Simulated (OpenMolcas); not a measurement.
## CH7BNP (SMILES CB(N)P): the vertical ionisation energy, rung by rung

CH7BNP: 11 atoms, total charge 0, spin state singlet. As SMILES, `CB(N)P`. The shape is that of a PBE0-D4/def2-TZVP optimisation. This is one conformer, not always the lowest.

Each level gives the vertical ionisation energy (to the doublet cation) (eV). The values are calculated.

```tsv
level	kind	program	value (eV)	CPU time (all runs)
SVWN5/def2-SVP	LDA	OpenMolcas	8.92	2 min
PBE/def2-SVP	GGA	OpenMolcas	8.78	2.9 min
revPBE/def2-SVP	GGA	OpenMolcas	8.74	3.2 min
M06-L/def2-SVP	meta-GGA	OpenMolcas	8.99	3.6 min
B3LYP/def2-SVP	global hybrid	OpenMolcas	8.97	2.4 min
BHLYP/def2-SVP	global hybrid	OpenMolcas	8.98	2.2 min
M06-2X/def2-SVP	hybrid meta-GGA	OpenMolcas	9.07	3.2 min
PBE0/def2-SVP	global hybrid	OpenMolcas	8.97	2.4 min
```

The values span 8.74 to 9.07 eV. CPU times are rough (shared hosts, several kinds of processor and program).
